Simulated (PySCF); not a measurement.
AlCl3, SMILES [Al+]([Cl])([Cl])[Cl] (connectivity only; charge and spin as stated), charge +1, multiplicity 2. Atoms are numbered in the order given.

```xyz
4

Al     0.0000     0.0000    -0.3213
Cl     0.0000     1.4021     1.2929
Cl     0.0000     0.0000    -2.3402
Cl     0.0000    -1.4021     1.2929
```
Charge +1, spin multiplicity 2.

Geometry: PBE0-D3(BJ)/def2-SVP.

These are PBE/pcH-1 (PySCF) values and carry that method's errors.

Unrestricted Kohn–Sham, ⟨S²⟩ = 0.752. Hyperfine tensors hold the contact and dipolar terms, without spin-orbit corrections.

Computed hyperfine couplings:
```
nucleus     A(iso) (MHz)  A(iso) (G)  dipolar principal values (MHz)
----------  ------------  ----------  ------------------------------
27Al no. 1         -35.4       -12.6                  -1.5, 0.5, 1.0
35Cl no. 2          11.4         4.1             -91.7, -90.6, 182.2
35Cl no. 3           0.0         0.0                 -5.3, -4.7, 9.9
35Cl no. 4          11.4         4.1             -91.7, -90.6, 182.2
```

**Question.** And the g tensor (effective nuclear charges for spin-orbit coupling, GIAO)? (The exact figures need the calculation; the answer reports its results.)

**Answer.** principal values 2.0247, 2.0266, 2.0694; isotropic 2.0402.
